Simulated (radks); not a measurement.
The numbers below are computed, except where a source is named.
Ho26+, configuration [Kr] 4d5.

Level of theory: non-relativistic Kohn-Sham, LB94 model potential, spin-polarised, spherical densities, point nucleus; open shells are filled with parallel spins first (spin-orbit coupling, left out, can overturn this in heavy ions); relativity is left out, which matters for an element this heavy (a radial shooting solver on a logarithmic mesh with Libxc functionals).

Energy parts (hartree):
part                   energy
kinetic            11769.7402
electron-nucleus  -26584.7994
Hartree             3286.6722
(The LB94 potential has no energy functional, so no total or exchange-correlation energy is given.)

Orbitals (lengths in bohr, moments of r in powers of bohr; r(90%) holds 90 % of the orbital's charge):
1s up: occ. 1; eigenvalue (hartree) -1942.201; <1/r> 66.49; r(90%) 0.0402; <r^2> 0.0006831; <r^4> 1.177e-06
1s down: occ. 1; eigenvalue (hartree) -1942.208; <1/r> 66.49; r(90%) 0.0402; <r^2> 0.0006831; <r^4> 1.177e-06
2s up: occ. 1; eigenvalue (hartree) -340.0202; <1/r> 15.51; r(90%) 0.147; <r^2> 0.01079; <r^4> 0.0001959
2s down: occ. 1; eigenvalue (hartree) -339.9585; <1/r> 15.51; r(90%) 0.147; <r^2> 0.01079; <r^4> 0.0001957
2p up: occ. 3; eigenvalue (hartree) -326.0070; <1/r> 15.55; r(90%) 0.131; <r^2> 0.008007; <r^4> 0.0001242
2p down: occ. 3; eigenvalue (hartree) -325.9770; <1/r> 15.55; r(90%) 0.131; <r^2> 0.008003; <r^4> 0.0001240
3s up: occ. 1; eigenvalue (hartree) -100.4505; <1/r> 5.926; r(90%) 0.356; <r^2> 0.06811; <r^4> 0.006877
3s down: occ. 1; eigenvalue (hartree) -100.4532; <1/r> 5.918; r(90%) 0.356; <r^2> 0.06817; <r^4> 0.006882
3p up: occ. 3; eigenvalue (hartree) -94.13228; <1/r> 5.875; r(90%) 0.348; <r^2> 0.06335; <r^4> 0.006204
3p down: occ. 3; eigenvalue (hartree) -94.10882; <1/r> 5.867; r(90%) 0.348; <r^2> 0.06344; <r^4> 0.006213
3d up: occ. 5; eigenvalue (hartree) -82.39176; <1/r> 5.782; r(90%) 0.320; <r^2> 0.04990; <r^4> 0.004326
3d down: occ. 5; eigenvalue (hartree) -82.30810; <1/r> 5.776; r(90%) 0.320; <r^2> 0.05002; <r^4> 0.004341
4s up: occ. 1; eigenvalue (hartree) -41.79051; <1/r> 2.756; r(90%) 0.724; <r^2> 0.2941; <r^4> 0.1204
4s down: occ. 1; eigenvalue (hartree) -41.52939; <1/r> 2.763; r(90%) 0.724; <r^2> 0.2936; <r^4> 0.1202
4p up: occ. 3; eigenvalue (hartree) -39.15964; <1/r> 2.697; r(90%) 0.734; <r^2> 0.2977; <r^4> 0.1254
4p down: occ. 3; eigenvalue (hartree) -38.90322; <1/r> 2.705; r(90%) 0.734; <r^2> 0.2971; <r^4> 0.1252
4d up: occ. 5; eigenvalue (hartree) -34.45786; <1/r> 2.579; r(90%) 0.746; <r^2> 0.2983; <r^4> 0.1312
4d down: occ. 0; eigenvalue (hartree) -34.22573; <1/r> 2.591; r(90%) 0.746; <r^2> 0.2973; <r^4> 0.1308
5s up: occ. 0; eigenvalue (hartree) -23.00938; <1/r> 1.564; r(90%) 1.25; <r^2> 0.9056; <r^4> 1.097
5s down: occ. 0; eigenvalue (hartree) -22.87958; <1/r> 1.559; r(90%) 1.25; <r^2> 0.9113; <r^4> 1.111
5p up: occ. 0; eigenvalue (hartree) -21.81399; <1/r> 1.529; r(90%) 1.28; <r^2> 0.9402; <r^4> 1.191
5p down: occ. 0; eigenvalue (hartree) -21.69108; <1/r> 1.524; r(90%) 1.28; <r^2> 0.9465; <r^4> 1.207

The highest occupied level is 4d up at -937.65 eV. Spin moment in Bohr magnetons: 5. The density falls to 0.001 e/bohr^3 at r = 1.34 bohr. The spin density at the nucleus is -2.118 e/bohr^3 (1s 0.551, 2s -5.733, 3s 7.711, 4s -4.646). Summed over all electrons, <r^2> = 4.951 bohr^2, which gives a Langevin (diamagnetic) susceptibility term of -3.92 x 10^-6 cm^3/mol. For comparison, the ionisation energy in NIST's Atomic Spectra Database is 929 eV (theoretical). In exact Kohn-Sham theory the highest level is minus the ionisation energy, but local and semilocal functionals leave it too shallow, through self-interaction and a potential that decays too fast; potentials with the right tail come closer.
